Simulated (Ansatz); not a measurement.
`[SiH3][AsH][SiH3]` + `CCN` → `CCN[SiH3]` + `[SiH3][AsH2]` at 400 K and 1 bar (cleavage of the Si–As bond).

Gas-phase electronic energies from Ansatz, PBE0-D4/def2-TZVP geometries. CBS: MP2 limit from def2 TZ/QZ plus the TZ coupled-cluster correction, frozen cores. For As outer-core shells are correlated without core-valence functions, which leaves a few kJ/mol of doubt a bond. Scalar relativity is left out up to krypton. One conformer a species, not always the lowest.

```
            species  CCSD(T)/CBS energy (Eh)  H − E (kJ/mol)  S (J/(mol·K))
`[SiH3][AsH][SiH3]`              -2817.37686           186.3          392.8
              `CCN`               -135.01652           265.7          294.1
        `CCN[SiH3]`               -425.31370           314.1          366.0
     `[SiH3][AsH2]`              -2527.08228           128.9          317.0
```

H − E and S are ideal-gas, rigid-rotor, harmonic terms from PBE0-D4/def2-TZVP, for one conformer and one mirror image of each species. 1 Eh = 2625.50 kJ/mol, R = 8.31446 J/(mol·K).

By hand: ΔE, ΔH, ΔS and ΔG.

ΔE = (-425.31370) + (-2527.08228) − (-2817.37686) − (-135.01652) = -0.00260 Eh = -6.8 kJ/mol. Δ(H − E) = 314.1 + 128.9 − 186.3 − 265.7 = -9.0, so ΔH = -15.8 kJ/mol. ΔS = 366.0 + 317.0 − 392.8 − 294.1 = -3.9 J/(mol·K). ΔG = -15.8 − 400 × (-3.9)/1000 = -14.2 kJ/mol.

By hand: the equilibrium constant, and the temperature at which ΔG would vanish if ΔH and ΔS stayed fixed.

log₁₀ K = −ΔG/(RT ln 10) = 1.9. ΔG = 0 at ΔH/ΔS = 4051 K, far beyond where these terms or the molecules hold.

The number of gas molecules stays the same, so ΔS is small and ΔH decides. A doubt of 5 kJ/mol in ΔE shifts log₁₀ K by 0.7 here. Other conformers and mirror images would add mixing entropy, several J/(mol·K) or more a flexible species. Modes under 60 cm⁻¹, often nearly free rotors, make the harmonic entropy too high. These are equilibria of isolated gas molecules and say nothing of rates. Largest T1 diagnostic: 0.012 (customary marks: 0.02 for closed shells, 0.045 for open ones).
